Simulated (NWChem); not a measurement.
Species: CH3F2Sb; SMILES [F][Sb]([F])[CH3]

```xyz
7

Sb    -0.0710     0.0022     0.3761
F     -0.7963    -1.4163    -0.7222
F     -0.7305     1.4510    -0.7243
C      1.8243    -0.0445    -0.6247
H      1.6216     0.0101    -1.7038
H      2.3532    -0.9806    -0.3928
H      2.4419     0.8128    -0.3189
```
Atoms are numbered in this order, from 1.

Program: NWChem. All runs use the structure optimised with PBE0/def2-SVP. def2 effective core potentials on Sb; no spin-orbit coupling. Ions are spin-unrestricted doublets at the neutral geometry; other ion states weren't tried. Functional: LC-ωPBE (HJS hole) with def2-SVP; rows give the range parameter ω in 1/bohr.

For range parameter (1/bohr) 0.10:

| Quantity | Value |
|---|---|
| vertical ionisation energy, ΔSCF (eV) | 9.73 |
| −ε(HOMO) (eV) | 7.91 |

Task: How do the values read with range parameter (1/bohr) 0.80 instead?

Result: The vertical ionisation energy, ΔSCF (eV) is 10.57 and the −ε(HOMO) (eV) is 11.25.
